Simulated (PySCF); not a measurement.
**State search for CuF**

Unrestricted PBE0; basis Cu def2-TZVPPD, F def2-TZVPPD; no relativity; PySCF 2.14. Outer shells of the fragments: Cu 3d10 4s1; F 2s2 2p5.

Followed along the bond (rough minima from three points):

```
2Ms+1  unpaired  ⟨S²⟩ at the start  R at minimum (Å)  Te (eV)
    1      none               0.00              1.77     0.00
    3      σ ↑↑               2.00              1.75     1.69
```

Solutions found at the starting distance of 1.750 Å, counted from the lowest of them; the search is not exhaustive and high or unbound solutions are not listed, so other states can lie among these:

```json
{"2Ms+1": "1", "unpaired": "none", "term": "¹Σ⁺", "E (eV)": "0.00", "⟨S²⟩": "0.00", "⟨Lz²⟩": "0.00", "μ (D)": "-5.22"}
{"2Ms+1": "3", "unpaired": "σ ↑↑", "term": "³Σ⁺", "E (eV)": "1.69", "⟨S²⟩": "2.00", "⟨Lz²⟩": "0.00", "μ (D)": "-2.20"}
{"2Ms+1": "3", "unpaired": "σ ↑, π ↑", "term": "³Π", "E (eV)": "2.10", "⟨S²⟩": "2.00", "⟨Lz²⟩": "1.01", "μ (D)": "-1.98"}
{"2Ms+1": "1", "unpaired": "σ ↑, π ↓", "term": "mixed", "E (eV)": "2.23", "⟨S²⟩": "1.01", "⟨Lz²⟩": "1.00", "μ (D)": "-1.92"}
{"2Ms+1": "3", "unpaired": "σ ↑, δ ↑", "term": "³Δ", "E (eV)": "2.75", "⟨S²⟩": "2.00", "⟨Lz²⟩": "4.00", "μ (D)": "-2.87"}
{"2Ms+1": "1", "unpaired": "σ ↑, δ ↓", "term": "mixed", "E (eV)": "2.89", "⟨S²⟩": "1.00", "⟨Lz²⟩": "4.00", "μ (D)": "-2.72"}
```

A term symbol is given only where ⟨S²⟩ and ⟨Lz²⟩ are close to those of a pure state; real π, δ and φ orbitals otherwise mix terms. A positive dipole means Cu(−)F(+).

The measured ground state is X ¹Σ+ (Huber and Herzberg, Constants of Diatomic Molecules (1979)).

Counting both spins, an empty level lies below a filled one in some of these solutions, because spin and occupation are held.
